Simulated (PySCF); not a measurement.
One of the candidates below gave these computed data.

All candidates are C6H8FN.

| technique | computed result |
| --- | --- |
| 1H NMR | chemical shifts (computed TMS as zero) by class: 10.69 (1 H), 6.37 (1 H), 2.75 (1 H), 2.21 (1 H), 1.94 (1 H), 1.06 (3 H) ppm [GIAO PBE0/pcSseg-1] |
| UV, first state | lowest singlet excitation: 4.47 eV (278 nm, f = 0.000) [TDDFT B3LYP/def2-SVPD] |
| Rotational structure | rotational constants A, B, C: 3.141, 1.946, 1.322 GHz [GFN2-xTB] |
| Dipole | 4.16 D [B3LYP/def2-SVPD] |
| UV, strongest line | among the 8 lowest singlet transitions: S2 at 5.64 eV (220 nm, f = 0.304) [TDDFT B3LYP/def2-SVPD] |
| 13C NMR | chemical shifts (computed TMS as zero) by class: 182.4 (1 C), 171.2 (1 C), 133.0 (1 C), 39.2 (1 C), 34.6 (1 C), 22.3 (1 C) ppm [GIAO PBE0/pcSseg-1] |
| Triplet | lowest triplet excitation (Tamm–Dancoff): 3.50 eV [TDA B3LYP/def2-SVPD] |
| Polarisability | 77.6 au [B3LYP/def2-SVPD] |

Electronic properties: PySCF, gas phase, density fitting. Levels stand in brackets. Geometry: GFN2-xTB; no solvent, vibrations or thermal averaging. NMR values are class means; diastereotopic atoms form classes of their own.

Task: Which candidate is it?
A. `[H]/N=C/[C@@H]1[C@@H](F)C12CC2`
B. `C/C(=C\C#N)CCF`
C. `[H]/N=C/C(C=C)=C(/C)F`
D. `[H]/N=C1/C(F)=CC[C@@H]1C`

Result: D. It is `[H]/N=C1/C(F)=CC[C@@H]1C`. Numbering: `[H]/[N:8]=[C:7]1\[C@@H:2]([CH3:1])[CH2:3][CH:4]=[C:5]1[F:6]`. Its formula, C6H8FN, gives 3 degrees of unsaturation: 1 ring and 2 π bonds in the structure found. 6 carbons fall into 6 classes; from least to most shielded: imine carbon [C7] (182.4 ppm), vinylic C–F carbon [C5] (171.2 ppm), alkene CH carbon [C4] (133.0 ppm), sp3 CH carbon [C2] (39.2 ppm), allylic carbon [C3] (34.6 ppm), methyl carbon [C1] (22.3 ppm). Hydrogen classes from least to most shielded: 1 H on an imine nitrogen, N8 (10.69 ppm), 1 H on an alkene CH carbon, C4 (6.37 ppm), 1 H on an allylic carbon, C3 (2.75 ppm), 1 H on an sp3 CH carbon, C2 (2.21 ppm), 1 H on an allylic carbon, C3 (1.94 ppm), 3 H on a methyl carbon, C1 (1.06 ppm, a mean of values up to 0.5 ppm apart in this geometry). S1 is mainly HOMO−1→LUMO (weight 0.97); the largest Löwdin shares of the orbital it empties are 0.57 on the imine nitrogen, 0.13 on the imine carbon, 0.09 on the sp3 CH carbon and 0.08 on the N–H hydrogen, of the orbital it fills 0.25 on the alkene CH carbon, 0.23 on the imine nitrogen, 0.19 on the imine carbon and 0.13 on the vinylic C–F carbon. The optimised geometry has point group C1 and is an asymmetric top.

The others, at the same levels:
- `[H]/N=C/[C@@H]1[C@@H](F)C12CC2` fails: its computed 13C shifts are 174.8 (1 C), 82.9 (1 C), 38.1 (1 C), 21.3 (1 C), 9.2 (1 C), 6.9 (1 C) ppm, 1H shifts are 10.76 (1 H), 7.70 (1 H), 4.88 (1 H), 2.55 (1 H), 1.28 (1 H), 1.16 (1 H), 1.00 (1 H), 0.95 (1 H) ppm and rotational constant A is 2.734 GHz (against 3.141 GHz).
- `[H]/N=C/C(C=C)=C(/C)F` fails: its computed 13C shifts are 179.0 (1 C), 167.7 (1 C), 133.1 (1 C), 131.2 (1 C), 122.6 (1 C), 19.4 (1 C) ppm, 1H shifts are 11.09 (1 H), 9.23 (1 H), 7.91 (1 H), 6.23 (1 H), 5.91 (1 H), 2.43 (3 H) ppm and smallest rotational constant is 1.067 GHz (against 1.322 GHz).
- `C/C(=C\C#N)CCF` fails: its computed 13C shifts are 168.3 (1 C), 121.6 (1 C), 106.3 (1 C), 82.8 (1 C), 43.4 (1 C), 24.1 (1 C) ppm, 1H shifts are 5.34 (1 H), 4.66 (2 H), 2.36 (2 H), 2.29 (3 H) ppm and rotational constant A is 3.586 GHz (against 3.141 GHz).

Each candidate is one conformer, not necessarily the lowest. Dipoles, sizes and rotational constants follow the conformer. The torsions of the flexible species, by atom-mapped SMILES:
- `[H]/[N:1]=[CH:2]/[C@@H:3]1[C@@H:4]([F:5])[C:6]12[CH2:7][CH2:8]2`: N1–C2–C3–C4 -148°
- `[H]/[N:5]=[CH:4]/[C:3]([CH:2]=[CH2:1])=[C:6](/[CH3:7])[F:8]`: C1–C2–C3–C4 14°, C2–C3–C4–N5 4°
- `[CH3:1]/[C:2](=[CH:3]\[C:4]#[N:5])[CH2:6][CH2:7][F:8]`: C1–C2–C6–C7 -91°, C2–C6–C7–F8 -66°
